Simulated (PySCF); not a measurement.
ClHSi, SMILES [SiH]Cl (connectivity only; charge and spin as stated), charge +1, multiplicity 2.

Coordinates come from a B3LYP-D3(BJ)/def2-TZVP optimisation. The multiplicity is an assumed one; other spin states were not compared. The isomer is the one that the SMILES or the coordinates give; other isomers of the formula were not compared.

Method: CAM-B3LYP/def2-TZVPD (PySCF).

Gas-phase values at a fixed geometry.

```json
{
  "total_energy": "-749.98778 hartree",
  "point_group": "Cs",
  "α spin, highest occupied and lowest empty level": "-15.87 and -8.69 eV",
  "β spin, highest occupied and lowest empty level": "-17.95 and -9.84 eV",
  "dipole_moment_about_the_centre_of_nuclear_charge": "3.77 D",
  "mean_static_polarisability": "33.7 bohr³ (5.00 Å³)",
  "polarisability_principal_values": "27.2, 29.7, 44.3 bohr³",
  "⟨S²⟩": "0.756 (pure state 0.75)"
}
```
